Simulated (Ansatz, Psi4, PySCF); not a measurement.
trifluoroacetic acid (C2HF3O2), singlet, geometry from GFN2-xTB. Base run: CCSD(T)/STO-3G run with PySCF.

Input for PySCF:
```python
from pyscf import gto, scf, cc

mol = gto.Mole()
mol.atom = '''
    O     1.581176   -0.848217    0.389000
    C     0.943471    0.232157   -0.010556
    O     1.424852    1.275906   -0.320080
    C    -0.590699   -0.048204   -0.025323
    F    -1.028069   -0.384854    1.192194
    F    -1.276336    1.018490   -0.423723
    F    -0.885622   -1.056682   -0.851740
    H     2.545399   -0.717810    0.413335
'''
mol.basis = 'sto-3g'
mol.charge = 0
mol.spin = 0
mol.verbose = 4
mol.build()

mf = scf.RHF(mol)
mf.kernel()

mycc = cc.CCSD(mf)
mycc.kernel()
et = mycc.ccsd_t()
print('E(CCSD(T)) = %.10f' % (mycc.e_tot + et))
```

The same geometry, method and basis name were run in Ansatz (an electronic-structure program) and Psi4 and PySCF, at each program's defaults and at the settings that a row names. The base is PySCF at its defaults. Differences at the defaults can come from grids, fitting, cores and function types together.

| code and settings | ΔE vs base (mEh) | basis functions | E (Eh) | SCF cycles |
|---|---|---|---|---|
| PySCF, defaults (exact integrals, spherical functions, all electrons correlated) | 0.000 | 36 | -517.46275 | 10 |
| Psi4, defaults (exact integrals, spherical functions, all electrons correlated) | 0.000 | 36 | -517.46275 | 12 |
| Ansatz, defaults (factorised integrals, spherical functions, frozen core) | 1.013 | 36 | -517.46173 | - |
| PySCF, frozen core | 0.994 | 36 | -517.46175 | 10 |
| Psi4, exact integrals, spherical functions, frozen core | 0.994 | 36 | -517.46175 | 12 |
| Ansatz, high accuracy, frozen core | 0.994 | 36 | -517.46175 | - |
